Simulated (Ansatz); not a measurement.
## Abstraction of Cl: CH2ClF + C2H5AlCl → CH2F + C2H5AlCl2

Species: CH2ClF (chlorofluoromethane) `FCCl`, singlet; C2H5AlCl `C[CH2][Al][Cl]`, doublet; CH2F `[CH2]F`, doublet; C2H5AlCl2 (ethylaluminum dichloride) `C[CH2][Al]([Cl])[Cl]`, singlet. A radical takes Cl: the energy is the difference in strength between the C–Cl bond broken and the Al–Cl bond made.

Shapes, held fixed at every level: PBE0-D4/def2-TZVP. Flexible molecules stand in one conformer, not always the lowest. Programs: Ansatz 0.2.0. Electronic energies: no zero-point or thermal term.

```
               level                   kind  ΔE (kJ/mol)  less CCSD(T)/CBS estimate
       HF/def2-TZVPP           Hartree–Fock       -166.2                      -27.8
 BHLYP-D4/def2-TZVPP          global hybrid       -148.8                      -10.4
      MP2/def2-TZVPP    perturbation theory       -134.0                       +4.4
    CCSD(T)/def2-SVP  coupled cluster or CI       -144.6                       -6.2
       CCSD/def2-SVP  coupled cluster or CI       -149.0                      -10.6
  CCSD(T)/def2-TZVPP  coupled cluster or CI       -137.1                       +1.3
CCSD(T)/CBS estimate  coupled cluster or CI       -138.4                        0.0
```

The highest level, CCSD(T)/CBS estimate, gives ΔE = -138.4 kJ/mol; the levels span -166.2 to -134.0. The column of differences is taken from that level and isn't an error. No measured value is set beside it here. Open shells run unrestricted unless RO is named. The CBS estimate extrapolates MP2 from def2-TZVPP and def2-QZVPP and adds CCSD(T) − MP2 in the triple-zeta set, cores frozen.
